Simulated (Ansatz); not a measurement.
System: C$_{3}$H$_{11}$NSi, net charge 0, singlet state. SMILES: CC[SiH2]NC
Structure (B3LYP-D3(BJ)/def2-TZVP (Ansatz, a program for electronic structure) minimum search):
```xyz
16

C     -2.0073     1.0107     0.0730
C     -1.3238    -0.1586     0.7904
Si     0.0142    -1.0040    -0.2187
N      1.2194     0.1293    -0.7037
C      2.0493     0.8779     0.2280
H     -2.4945     0.6789    -0.8466
H     -2.7693     1.4792     0.6997
H     -1.2830     1.7779    -0.2051
H     -0.8862     0.1801     1.7356
H     -2.0578    -0.9227     1.0685
H     -0.5355    -1.5675    -1.4773
H      0.5462    -2.1303     0.6049
H      1.6503    -0.0045    -1.6047
H      2.9293     0.3223     0.5760
H      1.4631     1.1459     1.1091
H      2.3940     1.8121    -0.2216
```
Charge 0, spin multiplicity 1.

Quantity: atomisation energy (electronic, to ground-state atoms), in kcal/mol. Cores are frozen in the correlated levels unless marked. Open shells are spin-unrestricted. No spin-orbit coupling. Non-relativistic. The coupled-cluster limit lacks core correlation, which all-electron functionals hold. CBS(X,Y): correlation extrapolated as X^-3; Hartree-Fock from the larger set.

```tsv
level	program	atomisation energy (kcal/mol)	minus last row
HF/cc-pV(T+d)Z	Ansatz	1044.0	-355.6
PBE-D4/def2-TZVPD	Ansatz + dftd4	1414.1	14.5
BLYP-D3(BJ)/def2-TZVPD	Ansatz + dftd3	1393.4	-6.2
BLYP/def2-TZVPD	Ansatz	1376.9	-22.7
B3LYP-D4/def2-TZVPD	Ansatz + dftd4	1402.3	2.7
PBE0/def2-QZVPP	Ansatz	1395.9	-3.7
r2SCAN0/def2-TZVPD	Ansatz	1382.7	-16.9
wB97M-V/def2-TZVPD	Ansatz	1402.3	2.7
B2GP-PLYP-D3(BJ)/def2-TZVPD	Ansatz + dftd3	1382.3	-17.3
B2PLYP-D4/def2-TZVPD	Ansatz + dftd4	1385.4	-14.2
MP2/6-31G*	Ansatz	1264.8	-134.8
MP2/aug-cc-pV(T+d)Z	Ansatz	1379.2	-20.4
RI-MP2/aug-cc-pV(Q+d)Z	Ansatz	1396.0	-3.6
SCS-MP2/6-31G	Ansatz	1176.2	-223.4
SCS-MP2/aug-cc-pV(D+d)Z	Ansatz	1315.7	-83.9
SCS-MP2/aug-cc-pV(T+d)Z	Ansatz	1385.2	-14.4
CCSD/6-31G	Ansatz	1172.6	-227.0
CCSD/cc-pV(D+d)Z	Ansatz	1283.1	-116.5
CCSD/CBS(cc-pV(T+d)Z,cc-pV(Q+d)Z)	Ansatz	1382.4	-17.2
CCSD(T)/cc-pV(Q+d)Z	Ansatz	1386.5	-13.1
CCSD(T)/CBS(cc-pV(T+d)Z,cc-pV(Q+d)Z)	Ansatz	1399.6	0.0
```
